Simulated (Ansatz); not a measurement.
`C=C[Si](N)(N)F` + `[SiH3]OC1CO1` → `C=C[Si](N)(F)O[SiH3]` + `NC1CO1`  (formal exchange of groups at the Si–N bond)

Calculated with Ansatz (gas phase, PBE0-D4/def2-TZVP geometries, no zero-point term in ΔE). CBS: MP2 limit from def2 TZ/QZ plus the TZ coupled-cluster correction, frozen cores. DFT in def2-TZVPP. B3LYP here is the variant with VWN-RPA as its local correlation; programs differ in this. Each species was taken in one conformer, which may not be the lowest.

(1) Is it downhill or uphill in electronic energy at CCSD(T)/CBS, and by how much? (An estimate is asked.)

(2) What do these levels give: r2SCAN-D4, ωB97X-V, ωB97M-V, B3LYP, MP2/def2-TZVPP, HF/CBS(def2)? (Best estimate.)

Largest T1 diagnostic among the species: 0.012.

Answers

(1) Ansatz gave: Downhill: ΔE = -72.3 kJ/mol.

(2) Computed: r2SCAN-D4 -69.3, ωB97X-V -69.1, ωB97M-V -68.6, B3LYP -72.2, MP2/def2-TZVPP -72.9, HF/CBS(def2) -82.5 kJ/mol.

From PBE to PBE0 (25 % exact exchange), in def2-TZVPP and without D4, ΔE moves by −3.7 kJ/mol. In def2-TZVPP, CCSD(T) changes the Hartree–Fock value by +9.4 kJ/mol (the triples alone add +1.9 kJ/mol) and MP2 by +7.7 kJ/mol.
